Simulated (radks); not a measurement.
Results of a calculation; reference values are marked as such.
Effect of the nuclear size on the platinum ion Pt3+, [Xe] 4f14 5d7. Level of theory: Dirac Kohn-Sham, exchange-only LDA, spin-unpolarised, spherical densities, finite nucleus; open shells are shared between the two j in proportion to 2j + 1; Fermi nuclear charge, rms radius 5.427 fm (a radial shooting solver on a logarithmic mesh with Libxc functionals). The rms radius is varied about that value; shifts are against it.

[
 {"rms radius (fm)": "4.7595", "total energy shift (eV)": "-20.3", "density at nucleus (e/bohr^3)": "2.069e+06", "1s1/2 shift (meV)": "-8150", "2s1/2 shift (meV)": "-1190", "5s1/2 shift (meV)": "-13.4", "5p1/2 shift (meV)": "-0.191", "5d5/2 shift (meV)": "0.186", "6s1/2 (empty) shift (meV)": "-2.06", "6p1/2 (empty) shift (meV)": "-0.082"},
 {"rms radius (fm)": "5.1394", "total energy shift (eV)": "-8.94", "density at nucleus (e/bohr^3)": "2.008e+06", "1s1/2 shift (meV)": "-3590", "2s1/2 shift (meV)": "-526", "5s1/2 shift (meV)": "-5.89", "5p1/2 shift (meV)": "-0.084", "5d5/2 shift (meV)": "0.082", "6s1/2 (empty) shift (meV)": "-0.910", "6p1/2 (empty) shift (meV)": "-0.036"},
 {"rms radius (fm)": "5.427", "total energy shift (eV)": "0", "density at nucleus (e/bohr^3)": "1.966e+06", "1s1/2 shift (meV)": "0.000", "2s1/2 shift (meV)": "0.000", "5s1/2 shift (meV)": "0.000", "5p1/2 shift (meV)": "0.000", "5d5/2 shift (meV)": "0.000", "6s1/2 (empty) shift (meV)": "0.000", "6p1/2 (empty) shift (meV)": "0.000"},
 {"rms radius (fm)": "5.7689", "total energy shift (eV)": "11.0", "density at nucleus (e/bohr^3)": "1.92e+06", "1s1/2 shift (meV)": "4430", "2s1/2 shift (meV)": "647", "5s1/2 shift (meV)": "7.26", "5p1/2 shift (meV)": "0.104", "5d5/2 shift (meV)": "-0.101", "6s1/2 (empty) shift (meV)": "1.12", "6p1/2 (empty) shift (meV)": "0.044"},
 {"rms radius (fm)": "6.2573", "total energy shift (eV)": "27.4", "density at nucleus (e/bohr^3)": "1.86e+06", "1s1/2 shift (meV)": "11000", "2s1/2 shift (meV)": "1610", "5s1/2 shift (meV)": "18.1", "5p1/2 shift (meV)": "0.262", "5d5/2 shift (meV)": "-0.252", "6s1/2 (empty) shift (meV)": "2.79", "6p1/2 (empty) shift (meV)": "0.111"}
]

Slopes of the eigenvalues against <r^2> in GHz/fm^2, as finite differences over the two radii next to the reference (eigenvalue slopes, not the field-shift constants of lines): 1s1/2 282000, 2s1/2 41300, 5s1/2 463, 5p1/2 6.65, 5d5/2 -6.44, 6s1/2 (empty) 71.5, 6p1/2 (empty) 2.84.
